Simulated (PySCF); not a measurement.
# Deuteron quadrupole couplings in `C=N[SiH2]C[SiH2]C[SiH3]`

C3H13NSi3.
Geometry (GFN2-xTB, Å), atoms numbered from 1 in this order:
```xyz
20
C3H13NSi3 angstrom
C     -2.5410    1.6550   -0.3145
N     -1.9355    0.6752    0.1605
Si    -2.2032   -1.0301    0.1251
C     -0.6692   -1.8082   -0.6742
Si     1.0140   -1.2424    0.0084
C      1.3545    0.5510   -0.5097
Si     2.8796    1.3515    0.2763
H     -2.1579    2.6581   -0.1351
H     -3.4550    1.5988   -0.9142
H     -2.3131   -1.3548    1.5474
H     -3.4111   -1.4753   -0.5943
H     -0.6943   -1.6328   -1.7498
H     -0.7537   -2.8862   -0.5445
H      2.0601   -2.1169   -0.5532
H      1.0314   -1.3880    1.4686
H      1.4547    0.5914   -1.5955
H      0.4766    1.1477   -0.2631
H      3.0823    2.6935   -0.2861
H      4.0761    0.5514    0.0013
H      2.6994    1.4718    1.7241
```

Level: PBE0/pcSseg-1 (PySCF, non-relativistic); Q(2H) = 0.00286 b; rigid geometry, the same for H and D, with no vibrational averaging.

Question: Rank these positions by the coupling χzz of a deuteron there, largest first.
A. H9 (hydrogen on a C=N carbon)
B. H16 (methylene hydrogen)
C. H17 (methylene hydrogen)
D. H11 (Si–H hydrogen)
E. H8 (hydrogen on a C=N carbon)
F. H20 (Si–H hydrogen)

Answer: B (215 kHz), C (210 kHz), E (206 kHz), A (198 kHz), F (110 kHz), D (102 kHz).

Question: Give the electric field gradient Vzz (the principal value of largest size), its asymmetry and the 2H coupling at each hydrogen.

Answer: 
```csv
atom,bonded to,bond length (Å),Vzz (au),η,χzz (kHz)
H8,C1,1.089,0.3061,0.01,206
H9,C1,1.095,0.2946,0.03,198
H10,Si3,1.463,0.1618,0.01,109
H11,Si3,1.475,0.1525,0.02,102
H12,C4,1.090,0.3215,0.00,216
H13,C4,1.089,0.3231,0.01,217
H14,Si5,1.475,0.1553,0.01,104
H15,Si5,1.467,0.1599,0.03,107
H16,C6,1.091,0.3203,0.00,215
H17,C6,1.090,0.3127,0.02,210
H18,Si7,1.469,0.1596,0.01,107
H19,Si7,1.465,0.1619,0.01,109
H20,Si7,1.464,0.1631,0.01,110
```

Question: Average by the element that carries the hydrogen.

Answer: on C: 210 kHz over 6 positions, mean bond length 1.091 Å; on Si: 107 kHz over 7 positions, mean bond length 1.468 Å.

Question: How does χzz go with the bond length over the 7 Si–H bonds?

Answer: A straight-line fit has a slope of -5.2 kHz for each 0.01 Å, with a correlation coefficient of -0.96, over lengths from 1.463 to 1.475 Å. The longer bonds have the smaller couplings here.

One conformer (not necessarily the lowest) at the GFN2-xTB geometry, without solvent, vibrations or thermal averaging. GFN2-xTB bond lengths can be off by several hundredths of an ångström, more for odd bonds, and the gradients follow them. These gradients aren't converged with respect to the basis.
